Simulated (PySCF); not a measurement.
Several orderings of computed values.

Each SMILES stands for a single optimised conformer of the isolated species, non-relativistic unless stated; the electronic structure was computed with PySCF and density fitting.

The conformers computed, where there is a choice (atom-mapped SMILES and torsion angles):
- `[CH2:1]=[C:2]1[CH2:3][CH:4]([CH:5]([F:6])[F:7])[CH2:8]1`: C3–C4–C5–F6 171°
- `[F:1][CH2:2][C:3]1=[CH:4][O:5][CH:6]=[CH:7][CH2:8]1`: F1–C2–C3–C4 0°
- `[CH:1]#[C:2][P:3]1[CH2:4][CH:5]([O:6][CH3:7])[CH2:8]1`: C4–C5–O6–C7 175°
- `[F:1][Si:2]([F:3])([F:4])[CH2:5][CH2:6][CH2:7][SiH3:8]`: F1–Si2–C5–C6 -38°, Si2–C5–C6–C7 -61°, C5–C6–C7–Si8 -178°
- `[CH3:1][CH2:2]/[C:3](=[CH:4]/[F:5])[S@@:6]([CH3:7])=[O:8]`: C1–C2–C3–C4 -69°, C2–C3–S6–C7 -101°
- `[CH3:1][CH2:2][c:3]1[o:4][cH:5][cH:6][c:7]1[F:8]`: C1–C2–C3–O4 -84°
- `[H]/[N:7]=[CH:6]/[CH2:5][C:3]([CH:2]=[CH2:1])=[CH2:4]`: C1–C2–C3–C4 175°, C2–C3–C5–C6 75°, C3–C5–C6–N7 -124°
- `[CH2:1]=[N:2][CH2:3][Si@@H:4]([Cl:5])[CH2:6][C:7]#[N:8]`: C1–N2–C3–Si4 115°, N2–C3–Si4–Cl5 -60°, C3–Si4–C6–C7 72°
- `[CH3:1][C:2]#[C:3][C:4](=[O:5])[C@H:6]([CH3:7])[F:8]`: C3–C4–C6–C7 108°

The conformers of `F[C@@H]1[C@@H]2C[C@@H]2C[C@H]1F` and `C=C[C@H]1CCC=N1` aren't listed.

Question: Rank by dipole moment, highest first (PBE0/def2-SVPD at GFN2-xTB geometries).
A. `FCC1=COC=CC1`
B. `F[Si](F)(F)CCC[SiH3]`
C. `FC(C1CC(=C)C1)F`
D. `C#CP1CC(OC)C1`
E. `o1ccc(F)c1CC`
F. `CC/C(=C/F)[S@@](C)=O`

Answer: F (3.30 D), B (3.07 D), A (2.34 D), C (2.13 D), D (1.77 D), E (0.95 D).

Q: Give the two extremes of that set in atomic units.

A: `CCc1occc1F`: 0.37 au; `CC/C(=C/F)[S@@](C)=O`: 1.30 au.

Question: Rank by electronic spatial extent ⟨r²⟩ about the centre of nuclear charge, highest first (PBE0/def2-SVPD at GFN2-xTB geometries).
A. `F[Si](F)(F)CCC[SiH3]`
B. `FCC1=COC=CC1`
C. `C=C1CC(C1)C(F)F`
D. `c1(c(cco1)F)CC`
E. `[H]/N=C/CC(=C)C=C`
F. `C#CP1CC(OC)C1`

Answer: A (1959 bohr²), F (1295 bohr²), C (1094 bohr²), B (990 bohr²), D (939 bohr²), E (830 bohr²).

Question: Rank by HOMO–LUMO gap, lowest first (PBE0/def2-SVPD at GFN2-xTB geometries).
A. `F[Si](F)(F)CCC[SiH3]`
B. `C#CP1CC(OC)C1`
C. `F[C@@H]1[C@@H]2C[C@@H]2C[C@H]1F`
D. `C=C1CC(C(F)F)C1`
E. `CCc1occc1F`
F. `C=C[C@H]1CCC=N1`

Answer: B (6.45 eV), E (6.57 eV), F (7.10 eV), D (7.29 eV), A (8.96 eV), C (9.18 eV).

Question: Rank by smallest rotational constant, lowest first (GFN2-xTB).
A. `CC/C(=C/F)[S@@](C)=O`
B. `C=NC[Si@@H](Cl)CC#N`
C. `CC#CC(=O)[C@H](C)F`
D. `CCc1occc1F`
E. `C#CC1=PC=C(C)S1`

Answer: B (0.727 GHz), E (0.827 GHz), C (0.996 GHz), A (1.071 GHz), D (1.277 GHz).

Q: By how much do the two ends of that ranking differ?

A: By 0.550 GHz, between `CCc1occc1F` and `C=NC[Si@@H](Cl)CC#N`.

Question: Rank by lowest singlet excitation, highest first (TDDFT PBE0/def2-SVPD at GFN2-xTB geometries).
A. `O=[S@](C)/C(CC)=C\F`
B. `FC(F)C1CC(C1)=C`
C. `C(c1occc1F)C`
D. `C=C[C@H]1CCC=N1`
E. `F[C@@H]1[C@@H]2C[C@@H]2C[C@H]1F`

Answer: E (7.91 eV), B (6.79 eV), C (5.92 eV), D (5.31 eV), A (5.08 eV).

Q: Give the two extremes of that set as wavelengths.

A: `CC/C(=C/F)[S@@](C)=O`: 244 nm; `F[C@@H]1[C@@H]2C[C@@H]2C[C@H]1F`: 157 nm.

Question: Rank by lowest triplet excitation (Tamm–Dancoff), highest first (TDA PBE0/def2-SVPD at GFN2-xTB geometries).
A. `C=C[C@H]1CCC=N1`
B. `C=C1CC(C(F)F)C1`
C. `F[Si](F)(F)CCC[SiH3]`
D. `c1(c(F)cco1)CC`
E. `F[C@@H]1[C@@H]2C[C@@H]2C[C@H]1F`
F. `[H]/N=C/CC(=C)C=C`
G. `FCC1=COC=CC1`

Answer: E (7.75 eV), C (7.43 eV), A (4.42 eV), B (4.21 eV), D (3.90 eV), G (3.79 eV), F (3.19 eV).

Q: Give the two extremes of that set in kJ/mol.

A: `[H]/N=C/CC(=C)C=C`: 308 kJ/mol; `F[C@@H]1[C@@H]2C[C@@H]2C[C@H]1F`: 748 kJ/mol.
